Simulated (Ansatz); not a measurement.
Rb₄H₄⁻. Charge -1, multiplicity 2. Geometry PBE0-D4/def2-SVPD.

```xyz
8

Rb   -1.9050    0.7117    0.2068
Rb    1.9081   -0.7071   -0.1948
Rb    2.6629    2.9101   -1.8076
Rb   -2.6663   -2.9151    1.7945
H    -3.9919   -0.6671    1.2671
H     0.4714    1.6999   -0.7580
H     3.9891    0.6630   -1.2776
H    -0.4684   -1.6955    0.7695
```

In the def2 sets Rb takes a core potential; there is no spin–orbit coupling. At PBE-D4/def2-TZVPD, PBE0-D4/def2-TZVPD the highest occupied level of the relaxed charge -1 doublet lies above zero (up to 0.53 eV). By energy differences its removal costs 0.58 eV (each at its own geometry, to the charge 0 singlet, at PBE-D4/def2-TZVPD); the vertical value is larger still, so the positive level points to self-interaction error. At PBE-D4/def2-TZVPD the gap within one spin of the relaxed charge -1 doublet nearly closes, so an electron or hole may be smeared out by delocalisation error. The structure comes from a short search, and lower isomers may exist.

**Question.** Estimate the α-spin orbital energies around the gap (eV) in Ansatz with PBE-D4/def2-TZVPD, PBE0-D4/def2-TZVPD.

**Answer.** 
```tsv
orbital	PBE-D4/def2-TZVPD	PBE0-D4/def2-TZVPD
HOMO−5	-11.99	-13.68
HOMO−4	-1.95	-3.00
HOMO−3	-1.50	-2.53
HOMO−2	-1.17	-2.16
HOMO−1	-0.98	-1.96
HOMO	0.53	0.39
LUMO	0.54	0.65
LUMO+1	1.22	1.43
LUMO+2	1.23	1.48
LUMO+3	1.28	1.50
LUMO+4	1.32	1.57
LUMO+5	1.43	1.64
β HOMO	-0.96	-1.94
β LUMO	1.07	1.44
```
